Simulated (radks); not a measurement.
Values are calculated unless marked as measured or tabulated.
The lithium anion Li- inside a hard spherical wall (all orbitals vanish at R), configuration held at [He] 2s2 and not refilled when levels cross. Level of theory: non-relativistic Kohn-Sham, PBE, spin-polarised, spherical densities, point nucleus (a radial shooting solver on a logarithmic mesh with Libxc functionals). Eigenvalues in eV for spin up, with the zero of energy where the potential of the charges vanishes at infinity; a dash marks a level that is unbound or too diffuse for the functional's potential to be trusted. A positive occupied level is held by the wall or, in an anion where self-interaction has pushed it up, behind a barrier. The pressure on the wall is -dE/dV.

R (bohr)  E (hartree)  kinetic (hartree)    e(1s)   e(2s)  e(2p, empty)  e(3s, empty)  pressure (GPa)
20           -7.48048              7.425  -46.902   0.935         1.863         2.031        0.000842
8            -7.43181              7.574  -43.781   2.958         4.865        10.245           0.945
5            -7.18838              8.128  -37.789   8.458        11.123        29.822            18.9
2.5          -4.85161             12.492  -17.815  47.540        42.513        146.31            1160
2            -2.48418             16.443   -6.360  83.915        66.353        241.25            4110
1.5           3.48840             25.515   16.233  170.12        118.33        453.94           20200
